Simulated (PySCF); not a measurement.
CH5BClN.

```xyz
9

B      0.5556     0.0964     0.0000
Cl    -0.0828     1.7599     0.0000
H      1.7559    -0.0799     0.0000
N     -0.3305    -0.9821     0.0000
C      0.0229    -2.3891     0.0000
H     -1.3364    -0.7891     0.0000
H     -0.3693    -2.9150     0.8976
H     -0.3693    -2.9150    -0.8976
H      1.1245    -2.4914     0.0000
```

Geometry optimised at PBE-D3(BJ)/def2-SVP. The values are those of a single conformer.

Method: PySCF with PBE0/pcSseg-1. Non-relativistic, no solvent.

Q: Give the absolute GIAO shielding of each atom: isotropic value and principal components (ppm). (An estimate is asked for; the answer gives what the named calculation found.)

A: 
```tsv
atom	σ(iso)	σ11	σ22	σ33	span
B1	65.2	33.9	65.5	96.3	62.4
Cl2	839.1	616.4	948.8	952.2	335.9
H3	26.1	23.8	26.3	28.4	4.6
N4	137.2	27.4	192.0	192.2	164.7
C5	148.0	126.4	134.7	183.0	56.6
H6	27.2	20.7	28.4	32.4	11.7
H7	28.2	23.6	26.2	34.6	11.0
H8	28.2	23.6	26.2	34.6	11.0
H9	27.9	24.5	27.0	32.3	7.8
```
